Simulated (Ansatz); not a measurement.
CdCl2⁻. Total charge -1; doublet. Geometry r2SCAN-D4/def2-TZVPD, basis def2-TZVPD, Ansatz.

```xyz
3

Cd   -0.348   -0.652   -0.440
Cl    2.119   -0.508   -0.083
Cl   -1.771    1.160    0.523
```

```json
{"run": "A", "HOMO (eV)": "0.13", "LUMO (eV)": "0.70"}
{"run": "B", "HOMO (eV)": "-1.09", "LUMO (eV)": "1.75"}
{"run": "C", "HOMO (eV)": "-0.30", "LUMO (eV)": "1.05"}
{"run": "D", "HOMO (eV)": "-0.01", "LUMO (eV)": "0.74"}
{"run": "E", "HOMO (eV)": "-3.10", "LUMO (eV)": "3.75"}
{"run": "F", "HOMO (eV)": "-2.73", "LUMO (eV)": "3.43"}
```

In the def2 sets Cd takes a core potential; there is no spin–orbit coupling. LC-ωPBE has ω = 0.4 bohr⁻¹. The structure comes from a short search, and lower isomers may exist.

HOMO and LUMO are taken over both spins.

**Question.** The runs used BLYP, LC-ωPBE, PBE, r2SCAN, r2SCAN0, ωB97X-V. Estimate which is which.

**Answer.** A BLYP (0 % exact exchange); B r2SCAN0 (25 % exact exchange); C r2SCAN (0 % exact exchange); D PBE (0 % exact exchange); E LC-ωPBE (range-separated); F ωB97X-V (range-separated). Exact exchange lowers occupied and raises empty levels; among semilocal functionals meta-GGAs tend to open the gap a little, and such runs are hard to tell apart. The gap grows from 0.56 eV (BLYP) to 6.85 eV (LC-ωPBE). At BLYP-D4/def2-TZVPD the highest occupied level of the charge -1 doublet lies above zero (up to 0.13 eV). By energy differences its removal costs 2.77 eV (vertical, to the charge 0 singlet, at LC-ωPBE (ω = 0.30 bohr⁻¹)/def2-TZVPD).
